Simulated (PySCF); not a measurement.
A structure optimised at PBE0-D3(BJ)/def2-SVP, used in a PySCF frequency run:

```
Si
F 1 1.6330
H 1 1.4936 2 107.27
Si 1 2.3648 3 118.12 2 137.84
O 4 1.6967 1 87.81 3 108.21
Si 5 1.6967 4 111.19 1 7.00
H 4 1.4925 5 111.71 6 -111.33
H 6 1.4925 5 111.71 4 111.33
H 4 1.4926 7 109.26 5 122.60
H 6 1.4926 8 109.26 5 -122.60
```

**Question.** Write its SMILES, formula and point group.

**Answer.** F[SiH]1[SiH2]O[SiH2]1, FH5OSi3, Cs

**Question.** What are its rotational constants (standard atomic weights)?

**Answer.** 3.3435, 2.0485, 1.4213 GHz
